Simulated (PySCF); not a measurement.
Level of theory: PySCF with ωB97X-D3(BJ)/def2-TZVP // PBE0-D3(BJ)/def2-TZVP. All species are isolated molecules in the gas phase. 

Reference species (SMILES): `[SnH4]` (neutral, multiplicity 1).

* **HOMO**: -11.65 eV
* **HOMO–LUMO gap**: 14.06 eV

Changed species: `[F][SnH]([F])[F]` (whole molecule; the reference has whole molecule).

Question: Give the shifts of the HOMO and HOMO–LUMO gap.

Answer: the HOMO drops by 1.91 eV, to -13.56 eV; the HOMO–LUMO gap decreases by 0.45 eV, to 13.61 eV.
